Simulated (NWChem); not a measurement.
Species: PbSiH4, singlet; SMILES [SiH3][PbH]

Results from NWChem. Low-valent species are run as closed-shell singlets; no triplet was tried in these runs. Structure relaxed at the PBE0/def2-SVP level. def2 effective core potentials on Pb; no spin-orbit coupling. Static field.

Question: Among these, which level gives the lowest value of “anisotropy (bohr³)”?
A. B3LYP/def2-SVPD
B. PBE/def2-SVPD
C. CAM-B3LYP/def2-SVPD

Answer: C, CAM-B3LYP/def2-SVPD. Values: CAM-B3LYP/def2-SVPD 51.4; B3LYP/def2-SVPD 53.3; PBE/def2-SVPD 54.7
